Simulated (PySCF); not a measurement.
SMILES [Cl][Ge]([CH2]CB(C)C)([Cl])[Cl] (C₄H₁₀BCl₃Ge) (GFN2-xTB optimised geometry):

```
19

Ge    -1.491     2.722     0.000
Cl    -0.920     3.820     1.751
Cl    -3.638     2.706    -0.055
Cl    -0.833     3.880    -1.680
C     -0.661     0.864    -0.011
C      0.860     0.913     0.000
B      1.615    -0.482     0.000
C      3.189    -0.482     0.000
C      0.819    -1.840     0.004
H     -1.048     0.344     0.864
H     -1.035     0.360    -0.901
H      1.204     1.494    -0.862
H      1.192     1.483     0.874
H      3.573    -1.018     0.867
H      3.573    -1.020    -0.866
H      3.638     0.508    -0.001
H      0.176    -1.911     0.881
H      0.151    -1.906    -0.854
H      1.454    -2.722    -0.008
```

Level of theory: CAM-B3LYP/def2-SVP in PySCF.

Question: What are the frontier orbital energies and the dipole moment?

Answer: HOMO-2 -10.34 eV, HOMO-1 -10.15 eV, HOMO -9.43 eV, LUMO 0.28 eV, LUMO+1 0.58 eV; dipole moment 3.41 D.

On the same geometry PBE/def2-SVP run with PySCF gives HOMO-2 -7.49 eV, HOMO-1 -7.34 eV, HOMO -6.86 eV, LUMO -1.82 eV, LUMO+1 -1.63 eV; dipole moment 3.45 D.

Meta-Löwdin charges at CAM-B3LYP/def2-SVP: Ge1 0.83, Cl2 -0.27, Cl3 -0.26, Cl4 -0.26, C5 -0.32, C6 -0.28, B7 0.29, C8 -0.41, C9 -0.42, H10 0.11, H11 0.11, H12 0.11, H13 0.11, H14 0.12, H15 0.12, H16 0.10, H17 0.11, H18 0.11, H19 0.10.
